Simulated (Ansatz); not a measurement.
System: O₂Se, singlet: map of symmetric stretch and bend. Scanned: Se-O bond length and O-Se-O angle.

Computed with restricted PBE/cc-pVDZ in Ansatz (an electronic-structure program).

Energy in kJ/mol above the lowest grid point; x is the Se-O bond length (Å), y the O-Se-O angle (°).

```csv
y \ x,1.37,1.45,1.53,1.61,1.69,1.77,1.85,1.93,2.01,2.09,2.17
180,938.1,567.6,352.8,242.3,201.6,206.9,241.8,294.9,358.5,427.2,497.3
171.36,912.2,545.0,333.5,226.2,188.4,196.3,233.4,288.4,353.6,423.5,494.5
162.73,847.8,488.7,285.4,185.9,155.2,169.3,211.8,271.4,340.3,413.3,486.9
154.09,770.0,420.3,226.7,136.4,113.9,135.3,184.1,249.0,322.4,399.2,475.9
145.45,696.5,355.3,170.6,88.6,73.7,101.6,156.1,225.9,303.6,384.0,463.8
136.82,636.1,301.6,123.7,48.4,39.5,72.7,131.7,205.5,286.5,369.9,452.2
128.18,593.4,263.1,89.7,18.9,14.2,51.2,113.4,189.9,273.2,358.6,442.7
119.55,572.5,243.4,71.8,3.0,0.3,39.1,103.0,180.8,265.4,351.8,436.8
110.91,577.8,246.0,72.9,3.2,0.0,38.5,102.2,180.0,264.5,350.8,435.7
102.27,615.8,276.0,97.0,22.8,16.1,51.8,113.2,189.1,272.0,356.9,440.7
93.64,697.9,341.8,150.5,66.7,52.4,81.9,138.3,210.0,289.5,371.6,453.0
85,843.5,458.9,245.4,144.3,116.2,134.6,182.0,246.3,319.7,396.9,474.3
```

Points that lie below all their neighbours on the grid: x = 1.69, y = 110.91 (0.0 kJ/mol).
